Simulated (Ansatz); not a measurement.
Relaxation of C₄H₅NO₂ (12 atoms, charge 0, multiplicity 1), to a largest force component of 0.02 eV/Å in at most 40 steps.

All numbers below come from RKS B3LYP-D4/STO-3G (Ansatz 0.2.0).

```xyz
12
Properties=species:S:1:pos:R:3:forces:R:3
C -0.269 -2.232 2.537 -1.89 3.36 -6.26
C -0.605 -1.652 1.490 1.68 -2.03 4.12
O -0.968 -1.066 0.328 -1.84 -1.22 -0.55
C -0.091 -0.039 -0.129 -4.74 -1.68 -2.58
N 0.891 0.435 0.410 6.69 3.18 3.55
O -0.668 0.419 -1.299 -1.84 -1.72 -0.52
C 0.074 1.483 -1.902 -0.21 1.23 0.37
H -0.035 -2.654 3.436 0.68 -1.36 2.69
H 1.085 -0.035 1.343 0.11 -0.08 -0.03
H -0.463 1.744 -2.813 -0.31 0.04 -0.73
H 0.036 2.361 -1.233 0.55 0.31 0.06
H 1.088 1.183 -2.134 1.11 -0.03 -0.13
```

Problem. Where does it end, and by what steps?

Solution. It converged. Limits of this set-up: minimal basis. After 8 steps the energy has fallen by 0.721 eV; O3 moved furthest, 0.09 Å.

```tsv
step	energy less start (eV)	largest force component (eV/Å)	accepted
0	0.0000	6.693	yes
1	-0.6617	0.916	yes
2	-0.7044	0.324	yes
3	-0.7163	0.122	yes
4	-0.7186	0.091	yes
5	-0.7194	0.079	yes
6	-0.7207	0.034	yes
7	-0.7197	0.102	no
8	-0.7209	0.005	yes
```

```xyz
12
Properties=species:S:1:pos:R:3
C -0.268 -2.183 2.537
C -0.587 -1.662 1.497
O -1.027 -1.133 0.307
C -0.151 -0.037 -0.130
N 0.923 0.475 0.426
O -0.726 0.383 -1.339
C 0.067 1.501 -1.901
H 0.014 -2.650 3.466
H 1.078 -0.081 1.330
H -0.439 1.775 -2.846
H 0.082 2.368 -1.210
H 1.111 1.188 -2.102
```

Whether the end is a true minimum wasn't checked by a vibrational analysis.

The run took 13 s on 1 thread of Intel(R) Xeon(R) 6975P-C (Granite Rapids), with other jobs on the host, peak memory 0.14 GiB.
